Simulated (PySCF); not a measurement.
Species: C7H9FO.
Structure used (PBE0-D3(BJ)/def2-SVP), in Å, numbered top down from 1:
```
atom  x, y, z in Å
C1     2.6978   -0.3880    0.5078
C2     1.4106   -0.0576    0.5982
C3     0.6208    0.5765   -0.5110
C4    -0.3321   -0.4016   -1.2013
C5    -1.3916   -0.9114   -0.2294
C6    -1.8772    0.2412    0.5712
F7    -3.0155    0.0529    1.2551
C8    -1.2573    1.4261    0.6230
O9    -0.0915    1.7034   -0.0067
H10    3.2770   -0.1915   -0.4009
H11    3.2255   -0.8666    1.3366
H12    0.8566   -0.2546    1.5234
H13    1.3151    0.9905   -1.2573
H14    0.2490   -1.2291   -1.6328
H15   -0.8195    0.1323   -2.0329
H16   -0.9921   -1.7054    0.4272
H17   -2.2397   -1.3591   -0.7733
H18   -1.6622    2.2693    1.1860
```

Probes without a nucleus sit at each ring's centroid and 1 Å off its mean plane on both sides; NICS is minus the shielding there, NICSzz its component along the normal. Level: GIAO PBE0/pcSseg-1 (PySCF, non-relativistic, gas phase) on the PBE0-D3(BJ)/def2-SVP geometry, one conformer.

Ring bond lengths (Å), with Mayer bond orders in brackets: C3–C4 1.530 (1.02), C4–C5 1.525 (1.01), C5–C6 1.485 (1.05), C6–C8 1.338 (1.76), C8–O9 1.354 (1.02), O9–C3 1.425 (0.86).

Task: What do the NICS probes read (ppm)?

Result: 
```csv
ring,type,NICS(0),"NICS(1), two faces","NICS(1)zz, two faces",rms pucker (Å),"centre to ring atoms, mean (Å)"
C3–C4–C5–C6–C8–O9,"6-membered ring with O; formal bonds 1 double, 5 single",-3.4,-2.4 / -1.8,-0.3 / -2.3,0.19,1.41
```

Task: What can be read from them?

Result: 
- C3–C4–C5–C6–C8–O9: mean NICS(1)zz -1.3 ppm, near zero. C3, C4, C5 have four or more neighbours, so the value isn't read as a sign of a π ring current.

Task: How shielded are the nuclei of the rings and their hydrogens (means over atoms taken as equivalent)?

Result: 
```tsv
atoms	environment	σ isotropic (ppm)
C3	sp3 carbon bound to oxygen	108.1
C4	ring CH2 carbon	155.3
C5	allylic carbon	162.6
C6	vinylic C–F carbon	32.4
C8	vinylic carbon bearing oxygen	49.5
O9	cyclic ether oxygen	242.1
H13	methine hydrogen	27.11
H14	methylene hydrogen	29.77
H15	methylene hydrogen	29.30
H16	methylene hydrogen	28.89
H17	methylene hydrogen	29.16
H18	vinylic hydrogen	24.61
```

Task: How do the values depend on the level or the medium?

Result: 
| level | NICS(0), C3–C4–C5–C6–C8–O9 | mean NICS(1)zz, C3–C4–C5–C6–C8–O9 |
| --- | --- | --- |
| PBE0/pcSseg-1, gas | -3.4 | -1.3 |
| wB97X-D/pcSseg-1, gas | -3.3 | -1.2 |

The geometry is the same throughout.

Time: 66 s (with the writing of density and orbital grids). Hardware: Arm Neoverse N1, one thread, on a shared host. This is the whole shielding run at PBE0/pcSseg-1, SCF included.
